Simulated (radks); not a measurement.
The numbers below are computed, except where a source is named.
Task: Mg I, 12 electrons, occupied as [Ne] 3s2. Level of theory: scalar-relativistic Kohn-Sham, LDA (Slater exchange, Perdew-Wang correlation), spin-unpolarised, spherical densities, point nucleus; hard spherical wall at 7 bohr (a radial shooting solver on a logarithmic mesh with Libxc functionals). Some entries of the table are withheld. Estimate them.

| orbital | occ. | eigenvalue (eV) | <r> (bohr) |
|---|---|---|---|
| 1s | 2 | -1252.676 | 0.1311 |
| 2s | 2 | -78.5782 | 0.7010 |
| 2p | 6 | -46.0098 | 0.6912 |
| 3s | 2 | (1) | 2.946 |
| 3p | 0 | (2) | 3.451 |
| 3d | 0 | 4.4773 | (3) |
| 4s | 0 | (4) | 4.091 |

Result: 
(1) 3s eigenvalue (eV): -4.2369
(2) 3p eigenvalue (eV): -0.2832
(3) 3d <r> (bohr): 4.010
(4) 4s eigenvalue (eV): 6.5245
